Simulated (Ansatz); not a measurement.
One arrangement of a pair

The pair of HF (SMILES F, atoms 1–2) and BF3 (SMILES FB(F)F, atoms 3–6), both closed shells, in one local arrangement (a lower one may exist), relaxed at PBE0-D4/def2-TZVP:

```
6
angstrom
F -0.3288 -0.4564 -1.5201
H 0.3666 -0.0594 -1.9791
F 1.0588 0.7872 0.4837
B -0.0193 0.1178 0.8456
F -1.1689 0.7419 0.9400
F 0.0915 -1.1312 1.2298
```

Program: Ansatz 0.2.0. Basis: def2-TZVPPD, with def2-QZVPPD for the basis limit. Cores are frozen in the correlated methods. B3LYP uses VWN-RPA correlation. Extrapolation: Hartree–Fock as exp(−7.88 √X), correlation as X^−2.97. Interaction energies count from these two fragments, frozen as in the pair, with the counterpoise correction; negative means bound.

Task: What is the interaction energy by CCSD(T) at an estimated basis limit (MP2 extrapolated from triple and quadruple zeta, plus CCSD(T) − MP2 in triple zeta)? (Judge from chemistry; the value comes from the calculation.)

Result: By the calculation: -15.8 kJ/mol. Hartree–Fock alone gives -11.3 kJ/mol at the basis limit. It counts from the two fragments frozen as in the pair.

The same quantity by other methods in triple zeta, and each one's difference from that estimate:
| method | E_int (kJ/mol) | difference |
| --- | --- | --- |
| PBE-D4 | -13.4 | 2.4 |
| revPBE-D4 | -10.3 | 5.5 |
| BLYP-D4 | -11.5 | 4.3 |
| r2SCAN-D4 | -19.2 | -3.3 |
| B97M-V | -17.8 | -2.0 |
| PBE0-D4 | -14.9 | 0.9 |
| B3LYP-D4 | -14.2 | 1.6 |
| HSE06-D4 | -14.8 | 1.1 |
| wB97X-V | -16.2 | -0.4 |
| wB97M-V | -16.9 | -1.0 |
| B2PLYP | -12.2 | 3.6 |
| HF | -11.1 | 4.7 |
| MP2 | -12.8 | 3.1 |
| CCSD | -13.5 | 2.4 |
| CCSD(T) | -13.9 | 1.9 |
Differences are method less estimate.

Task: Which atoms make the shortest contact between the fragments?

Result: F1 and B4, 2.45 Å apart.

Energy to bend the free fragments (PBE0-D4 minima) into their shapes in the pair, CCSD(T)/def2-TZVPPD: HF 0.0 kJ/mol; BF3 1.4 kJ/mol. This must be added to the interaction energy to get the binding energy from relaxed fragments.

Basis-set superposition shift (counterpoise-corrected less uncorrected): CCSD(T) 3.2; MP2 3.0; HF 0.4; PBE0-D4 0.4; wB97M-V 0.3 kJ/mol.

T1 diagnostic: at most 0.013.

For scale, one of the runs: CCSD(T)/def2-TZVPPD, 214 basis functions, launched by `ansatz run in.yaml --threads 4 --pin off --events-out ev --progress --plain --max-ram 9574MiB`. Hardware: 4 CPU threads of an AMD EPYC 9R45, shared host. Wall time 29 s; peak host memory 3.6 GiB.
